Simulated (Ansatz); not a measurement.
Reading a saddle point

A first-order saddle point of CH₇NSn, singlet, PBE0-D4/def2-TZVP, with one imaginary mode of 1671i cm⁻¹:

```
10
angstrom
Sn -1.0687 -0.0486 0.6415
C 1.2514 -0.0674 -0.0953
N -1.2265 -0.1446 -1.3124
H 0.1966 0.0074 -0.9037
H -1.1708 1.3351 1.6653
H -1.0113 -1.4495 1.6343
H 1.8351 0.6768 -0.6437
H 1.6861 -1.0597 -0.2090
H 1.3769 0.2299 0.9619
H -1.8689 0.5207 -1.7390
```

Computed with Ansatz 0.2.0 (basis: def2-TZVPP and def2-QZVPP); correlated methods freeze the cores. Filled d shells of the heavier atoms are correlated. Core potentials replace the inner electrons of the atoms past krypton. The def2 sets are not built for correlating such inner shells, so the correlated values are less sure here. Extrapolation: Hartree–Fock as exp(−7.88 √X), correlation as X^−2.97.

Which contacts change along the imaginary mode, and what lies on either side? (A judgement: the text doesn't fix the answer.)

Computed: The step is CH₇NSn ([CH3][SnH2][NH2]) → SnNH₃ ([NH][SnH2]) + CH₄, with the molecules in contact on both sides. Shortening one way: C2–H4; lengthening the same way: Sn1–C2, N3–H4.
| pair | one side (Å) | saddle (Å) | other side (Å) |
| --- | --- | --- | --- |
| C2–H4 | 3.60 | 1.33 | 1.09 |
| Sn1–C2 | 2.13 | 2.43 | 3.56 |
| N3–H4 | 1.01 | 1.49 | 3.60 |

Which side is lower, and how far does the saddle lie above each? (An estimate is asked for; the value comes from the calculation.)

Computed: The side with Sn1–C2, N3–H4 short is lower by 47.10 kcal/mol; the saddle lies 83.50 kcal/mol above it and 36.40 kcal/mol above the other (CCSD(T) at an estimated basis limit (MP2 extrapolated from triple and quadruple zeta, plus CCSD(T) − MP2 in triple zeta); electronic energies).

T1 diagnostic: at most 0.022. The restricted Hartree–Fock reference is unstable towards an unrestricted one at one or more of these structures.

Labels in which every atom is bracketed show which atoms are joined, not bond orders.

For scale, one of the runs: CCSD(T)/def2-TZVPP, 210 basis functions, launched by `ansatz run in.yaml --threads 4 --pin off --events-out ev --progress --plain --max-ram 9574MiB`. The run took 85 s on 4 CPU threads of an Arm Neoverse V1 (shared host), with 3.2 GiB of host memory at its peak.
